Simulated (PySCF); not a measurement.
Species: C₃H₉FGeSi.
SMILES with atom numbers: `[CH2:1]=[CH:2][SiH2:3][CH2:4][GeH2:5][F:6]` (hydrogens: H7, H8 on C1; H9 on C2; H10, H11 on Si3; H12, H13 on C4; H14, H15 on Ge5)

A linear-response calculation (PySCF, def2-SVPD basis, gas phase, vertical, core orbitals frozen in the response) gave these numbers; the functional is withheld.

Orbital energies (eV): HOMO-3 -9.37, HOMO-2 -8.84, HOMO-1 -8.70, HOMO -7.90, LUMO -0.52, LUMO+1 -0.16, LUMO+2 0.47.

| state | E (eV) | f | main configurations (H = HOMO, L = LUMO) |
| --- | --- | --- | --- |
| S1 | 6.56 | 0.0034 | H-1→L (57%), H-2→L (38%) |
| S2 | 6.82 | 0.021 | H→L+1 (94%) |
| S3 | 6.92 | 0.349 | H→L (81%), H-2→L (9%) |
| S4 | 7.17 | 0.053 | H-2→L (49%), H-1→L (38%) |
| S5 | 7.35 | 0.041 | H-1→L+1 (72%), H-2→L+1 (18%) |
| S6 | 7.50 | 0.032 | H→L+2 (75%), H→L+4 (17%) |

Triplets (Tamm–Dancoff): T1 4.17 eV, H→L (88%); T2 5.96 eV, H-2→L (48%), H-1→L (46%); T3 6.68 eV, H→L+1 (75%), H-1→L+1 (10%), H-2→L+1 (9%); T4 6.96 eV, H-1→L (44%), H-2→L (41%).

Vertical ionisation energy by ΔSCF with the same functional: 9.81 eV. Mean static polarisability: 93.8 au.

**Question.** Name the functional.
A. HF
B. PBE0
C. wB97X-D
D. PBE

**Answer.** B. PBE0 is a global hybrid with 25% exact exchange. In this run −ε(HOMO) = 7.90 eV differs from the ΔSCF value by -1.91 eV, and S1 differs from the orbital gap of 7.38 eV by -0.83 eV. The ratio −ε(HOMO)/IP is 0.81. Small neutral molecules mostly give 0.7 to 0.83 with PBE0, 0.5 to 0.7 with PBE, 0.89 to 0.99 with wB97X-D; with Hartree–Fock the ratio is 1 or more (Koopmans' value less the relaxation energy is the ΔSCF value). The other options: PBE, a GGA without exact exchange; HF, time-dependent Hartree–Fock, 100% exact exchange; wB97X-D, range-separated, 22% exact exchange at short range and 100% at long range (ω = 0.2 bohr⁻¹).

Level of theory: TDDFT PBE0/def2-SVPD, vertical, gas phase, core orbitals frozen in the response (PySCF 2.14.0, density-fitted response routines). One conformer (not necessarily the lowest) at the PBE0-D3(BJ)/def2-SVP geometry, without solvent, vibrations or thermal averaging. Relativistic effects, spin–orbit coupling among them, are left out although an element past zinc is present.

The values belong to the conformer `[CH2:1]=[CH:2][SiH2:3][CH2:4][GeH2:5][F:6]`: C1–C2–Si3–C4 112°, C2–Si3–C4–Ge5 55°, Si3–C4–Ge5–F6 8°.
